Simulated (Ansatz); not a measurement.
| atom | x (Å) | y (Å) | z (Å) |
| --- | --- | --- | --- |
| C | 0.0000 | -0.3738 | -0.0869 |
| O | 0.0000 | -0.3334 | 1.0125 |
| O | 0.0000 | 0.6017 | -0.8285 |
| H | 0.0000 | -1.2301 | -0.6440 |
| H | 0.0000 | 1.3272 | -0.3065 |

Basis set: cc-pVDZ (spherical functions). Correlated methods keep 3 orbitals frozen. Charge 0, multiplicity 1.

Computed with Ansatz (development build ahead of 0.2.0); each method stands on the lowest determinant of its kind that the runs found. Restricted open shells among the atoms or ions are ROHF, correlated in semicanonical orbitals with singles.

(1) Give the atomization energy at this shape (free ground-state atoms in the same class of orbitals less the molecule, no zero-point energy) of singlet CH₂O₂ by RHF-MP2, RHF.

Answers

(1)

```
 method  atomization energy
RHF-MP2     438.00 kcal/mol
    RHF     307.00 kcal/mol
```

Caution: no unrestricted run beside it, a lower state can exist; the shape is not the minimum.
